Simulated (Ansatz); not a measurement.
Consider the hydrogenolysis of the Si–S bond: `S[Si]1([ZnH])N[SiH2]1` + H₂ → `[ZnH][SiH]1N[SiH2]1` + H₂S.

Computed with Ansatz on PBE0-D4/def2-TZVP structures; ΔE is electronic, products minus reactants. CBS: MP2 limit from def2 TZ/QZ plus the TZ coupled-cluster correction, frozen cores. This one scheme is used for every species. Functionals use def2-TZVPP. For Zn outer-core shells are correlated without core-valence functions, which leaves a few kJ/mol of doubt a bond. Scalar relativity is left out up to krypton. Each species was taken in one conformer, which may not be the lowest.

`S[Si]1([ZnH])N[SiH2]1`:

```xyz
10

S    -0.093   -2.451   -0.711
Si   -0.198   -0.315   -0.468
Zn   -1.346    0.590   -2.338
N    -0.520    0.289    1.130
Si    1.137    0.764    0.983
H     0.793   -2.679    0.274
H    -2.066    1.241   -3.551
H    -1.260    0.288    1.812
H     1.434    2.222    1.023
H     2.119    0.050    1.846
```

H₂:

Cartesian coordinates in Å:
```
H -0.017 -0.341 0.150
H 0.017 0.341 -0.150
```

`[ZnH][SiH]1N[SiH2]1`:

```xyz
9

Zn   -0.164   -2.602    0.202
Si   -0.794   -0.347   -0.179
N     0.388    0.712   -0.925
Si    0.333    1.420    0.640
H     0.306   -4.058    0.490
H    -2.202   -0.101   -0.625
H     0.807    0.855   -1.826
H     1.566    1.333    1.469
H    -0.240    2.788    0.753
```

H₂S:

Z-matrix (Å, degrees):
```
S
H 1 1.341
H 1 1.341 2 92.3
```

```csv
level,ΔE (kJ/mol)
BLYP,45.6
HF/def2-TZVPP,29.5
CCSD(T)/def2-TZVPP,52.0
CCSD/CBS(def2),50.5
```

Question: What does CCSD(T)/CBS give? (An estimate is asked.)

Answer: The calculation gave: +57.1 kJ/mol. The listed levels differ from it by -11.5, -27.6, -5.1, -6.6 kJ/mol.

Largest T1 diagnostic among the species: 0.015.

Leaving LDA and LC-ωPBE aside and taking each functional with its dispersion term where it has one, the values, not all of them listed here, spread over 18.7 kJ/mol, from CAM-B3LYP-D4 to revPBE-D4. From BLYP to BHLYP (50 % exact exchange), in def2-TZVPP and without D4, ΔE moves by −5.5 kJ/mol.

CCSD(T)/CBS has its own doubt, a few kJ/mol and more with outer-core shells, so smaller differences from it don't rank the levels.
